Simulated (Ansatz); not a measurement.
Basis-set extrapolation for C2H10N2Si (`CC(N)N[SiH3]`) (PBE0-D4/def2-TZVP geometry, frozen core, Ansatz). Multiplicity 1, RHF reference.

```csv
,def2-TZVPP,def2-QZVPP
HF,-479.492241,-479.510914
MP2 correlation,-0.908673,-0.970418
CCSD(T) correlation,-0.999765,not run
```

Energies in hartree. Use E(X) = E(∞) + A·exp(−7.88·√X) for Hartree–Fock and E(X) = E(∞) + B·X^(−2.97) for correlation, with X = 3 and 4, and add CCSD(T) minus MP2 of the smaller set to the MP2 limit.

Q: What is the CCSD(T) energy at the basis-set limit?

A: HF limit: -479.510914 + (-0.018673) × 0.13774 = -479.51349. MP2 limit: -0.970418 + (-0.061745) × 0.74074 = -1.01615. Higher-order term: -0.999765 − (-0.908673) = -0.09109. Total: -480.62073 hartree, 338.0 kJ/mol below CCSD(T)/def2-TZVPP.
